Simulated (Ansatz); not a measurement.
Input and output for C3H4OZn (`C#C[O][Zn][CH3]`).

```yaml
crystal:
  periodic: [false, false, false]
  atoms:
    - {symbol: C, position_ang: [-1.462470, 2.036764, 2.032410]}
    - {symbol: C, position_ang: [-0.560381, 1.792532, 1.271996]}
    - {symbol: O, position_ang: [0.405902, 1.553190, 0.468175]}
    - {symbol: Zn, position_ang: [0.549476, -0.032142, -0.405783]}
    - {symbol: C, position_ang: [0.793902, -1.665570, -1.375687]}
    - {symbol: H, position_ang: [-2.247564, 2.273624, 2.706386]}
    - {symbol: H, position_ang: [-0.146111, -2.217849, -1.417887]}
    - {symbol: H, position_ang: [1.122490, -1.453688, -2.394320]}
    - {symbol: H, position_ang: [1.544745, -2.286852, -0.885292]}
basis:
  gaussian: {orbitals: def2-mTZVP}
hamiltonian: {xc: {name: SVWN5}}
scf: {lower_state_search: light}
output: {forces: true}
```

```sh
$ ansatz run in.yaml --threads 2 --pin off --events-out ev --progress --plain --max-ram 22528MiB --backend cpu
```

Output, abridged:

```
Functional definition: SVWN5
1258 factors; their error is unknown
mean field evaluation 1: about -53496.7462 eV, gradient 1.2e2 eV
mean field evaluation 2: about -53356.8814 eV, gradient 2.6e2 eV
mean field evaluation 4: about -53518.3723 eV, gradient 3.5e1 eV
mean field evaluation 8: about -53520.6386 eV, gradient 1.5e0 eV
mean field evaluation 16: about -53520.6037 eV, gradient 1.6e-2 eV
mean field -53520.60367602 eV, -1966.8459075258 hartree, gradient 4.7e-5 eV, S^2 0.000000; 0 other end points of the search recorded, 0 dependent functions left out
reference -53520.60371965 eV, -1966.8459091289 hartree; 30, 30 occupied and 96, 96 virtual orbitals, 1258 factors
Total energy: -53520.60371965 eV, -1966.8459091289 hartree
Atom 0 at    -1.462470     2.036764     2.032410 Å, force    -0.222281     0.092716     0.203780 eV/Å
Atom 1 at    -0.560381     1.792532     1.271996 Å, force     0.464106    -0.228130    -0.441926 eV/Å
Atom 2 at     0.405902     1.553190     0.468175 Å, force     0.108652    -0.330702    -0.238052 eV/Å
Atom 3 at     0.549476    -0.032142    -0.405783 Å, force     0.016198    -0.061168    -0.042806 eV/Å
Atom 4 at     0.793902    -1.665570    -1.375687 Å, force    -0.083743     0.598775     0.355019 eV/Å
Atom 5 at    -2.247564     2.273624     2.706386 Å, force    -0.305113     0.093809     0.262541 eV/Å
Atom 6 at    -0.146111    -2.217849    -1.417887 Å, force    -0.257334    -0.116844     0.007152 eV/Å
Atom 7 at     1.122490    -1.453688    -2.394320 Å, force     0.082504     0.089269    -0.256540 eV/Å
Atom 8 at     1.544745    -2.286852    -0.885292 Å, force     0.197011    -0.137726     0.150831 eV/Å
Dipole moment:     0.224655    -0.639398    -0.471552 e Å
```

Run time 1.6 s (2 threads of an AMD EPYC 7R13 on a shared host); peak host memory 0.45 GiB.
